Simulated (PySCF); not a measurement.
BiBrH2Te2, SMILES [TeH][Bi]([Br])[TeH]. Atoms are numbered in the order given.

```xyz
6

Bi    -0.0567     0.1804     0.9229
Br    -1.9183    -1.6892     0.5202
Te    -0.9300     1.7025    -1.3758
H      0.3861     2.7299    -1.2322
Te     2.2493    -0.8768    -0.4426
H      2.8609    -1.5208     0.9806
```
Charge 0, spin multiplicity 1.

Geometry: B3LYP-D3(BJ)/def2-SVP. The structure was generated by enumeration; whether it is a known compound was not checked. The def2 effective core potentials stand for the cores of Bi, Te; spin–orbit coupling is left out.

The numbers are results of IEF-PCM-B3LYP/def2-SVP in PySCF, not measurements.

The values are the electrostatic part of the solvation free energy, E(continuum) − E(gas) at the gas-phase geometry, in a cavity of scaled van der Waals radii (PySCF's table); cavitation and dispersion terms are not included. A continuum can't describe solvent molecules that bind to the metal. In vacuum the orbital gap is 3.66 eV. The dipole moment in vacuum is 3.17 D.

```
solvent              ε  ΔG(elec) (kcal/mol)  dipole (D)  gap (eV)
---------------  -----  -------------------  ----------  --------
water            78.36                 -6.6        5.11      3.79
tetrahydrofuran   7.43                 -5.1        4.63      3.76
chloroform        4.71                 -4.4        4.40      3.74
```
